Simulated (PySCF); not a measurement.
Diatomics of S with the chalcogens

CCSD(T) with double-zeta basis sets in PySCF, for the lowest determinant that a PBE0 search found; no spin–orbit coupling. De refers to high-spin ground-configuration atoms.

```csv
M,basis,"reference, frozen orbitals",state (unpaired electrons),Re (Å),ωe (cm⁻¹),De (eV)
O,aug-cc-pV(D+d)Z/aug-cc-pVDZ,"ROHF, 6",triplet (π ↑↑),1.520,1080,4.72
S,def2-SVPD,"UHF, 10",triplet (π ↑↑),1.934,687,3.58
Te,x2c-SVPall,"UHF, 23",triplet (π ↑↑),2.275,450,2.80
```

The shortest bond is that of SO (1.520 Å), the longest that of TeS (2.275 Å). SO is bound most strongly (4.72 eV) and TeS least (2.80 eV).

The rows differ in basis set, which adds steps of its own.

Relativity is treated differently too: O no relativity; S no relativity; Te spin-free X2C.

Down a group bonds as a rule get longer and wavenumbers fall, partly through the reduced mass; this series shows no clear exception.

Correlated steps freeze the inner cores (6 to 23 orbitals); shallow outer-core shells are correlated. UHF and ROHF references stand side by side, which adds small steps between rows. Correlated levels converge slowly with the basis: in double zeta they bind strong bonds too weakly, by up to about 1 eV, and carry superposition errors of some tenths. These are scalar-relativistic numbers at best; spin–orbit coupling would shift them, the dissociation energy most. States were picked by a PBE0 search and need not be the measured ground states.
